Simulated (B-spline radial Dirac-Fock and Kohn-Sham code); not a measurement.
**Dipole and non-dipole photoemission parameters of Tb 4s**

System: the Tb atom in the configuration [Xe] 4f9 6s2; threshold 396.0 eV (tabulated edge). Model: Dirac-Hartree-Slater photoionisation with a Latter tail; cross sections with all multipoles, angular parameters from the dipole term and its interference with E2. Program: a radial finite-basis atomic code.

For linearly polarised light dσ/dΩ = σ/(4π) [1 + β P₂(cos θ) + (δ + γ cos²θ) sin θ cos φ], with θ from the polarisation vector and φ the angle between the beam and the projection of the electron momentum on the plane normal to the polarisation.

| hν (eV) | σ (kb) | β | γ |
| --- | --- | --- | --- |
| 434 | 94.8 | 1.868 | 0.433 |
| 485 | 87.0 | 1.889 | 0.491 |
| 512 | 83.3 | 1.897 | 0.506 |
| 671 | ? | ? | ? |
| 738 | 56.7 | 1.931 | 0.523 |
| 794 | 51.9 | 1.935 | 0.514 |
| 800 | 51.4 | 1.936 | 0.513 |
| 1200 | 29.4 | 1.952 | 0.415 |
| 1230 | 28.4 | 1.953 | 0.406 |
| 1253.6 | 27.6 | 1.953 | 0.400 |
| 1486.9 | 21.3 | 1.958 | 0.338 |
| 1570 | 19.6 | 1.959 | 0.317 |
| 2030 | 12.8 | 1.963 | 0.205 |
| 2260 | 10.7 | 1.965 | 0.156 |
| 3010 | 6.51 | 1.969 | 0.031 |
| 8160 | 0.999 | 1.975 | -0.084 |
| 8210 | 0.987 | 1.975 | -0.082 |
| 9070 | 0.809 | 1.975 | -0.039 |
| 9251.7 | 0.777 | 1.975 | -0.028 |
| 11900 | 0.465 | 1.976 | 0.146 |
| 15000 | 0.287 | 1.975 | 0.384 |

Q: Give the values at 671 eV.

A: σ = 63.3 kb, β = 1.924, γ = 0.529. For an s subshell δ is negligible.

Values without a named source are computed, but for edge energies of neutral atoms, which are taken from tables.
